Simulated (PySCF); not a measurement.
# W²⁺ (tungsten, charge +2) across methods

[Xe] 4f14 5d4, high-spin 5D determinant. Computed with PySCF 2.14 in def2-QZVPPD with the def2 core potential (60 electrons) (7s6p4d3f2g, 84 functions), with a scalar-relativistic core potential.

| method | E (hartree) | mean ε 5p α (eV) | mean ε 5p β (eV) | mean ε 5d α (eV) | Σ⟨r²⟩ (bohr²) | ⟨S²⟩ |
| --- | --- | --- | --- | --- | --- | --- |
| MN15 | -65.9577 | -61.863 | -59.353 | -22.799 | 30.16 | 6.001 |
| PBE0 | -66.0493 | -62.170 | -58.684 | -22.347 | 29.94 | 6.001 |
| LDA | -65.8738 | -59.051 | -56.614 | -21.037 | 30.42 | 6.000 |
| PBEsol | -65.9526 | -58.938 | -56.440 | -20.922 | 30.21 | 6.001 |
| r2SCAN | -66.0866 | -60.446 | -57.148 | -21.181 | 29.86 | 6.002 |
| M06-L | -66.0876 | -60.043 | -56.977 | -20.729 | 29.65 | 6.001 |
| PBE | -66.0714 | -59.067 | -56.544 | -20.947 | 30.15 | 6.001 |
| BHandHLYP | -65.9588 | -65.171 | -60.809 | -23.504 | 29.85 | 6.001 |

Estimate the same row for UHF.

E (hartree) = -65.55411; mean ε 5p α (eV) = -70.728; mean ε 5p β (eV) = -63.955; mean ε 5d α (eV) = -25.961; Σ⟨r²⟩ (bohr²) = 29.78; ⟨S²⟩ = 6.004.

Energies and moments cover only the electrons outside the core potential. Spin-orbit coupling, absent here, splits the open shell strongly.
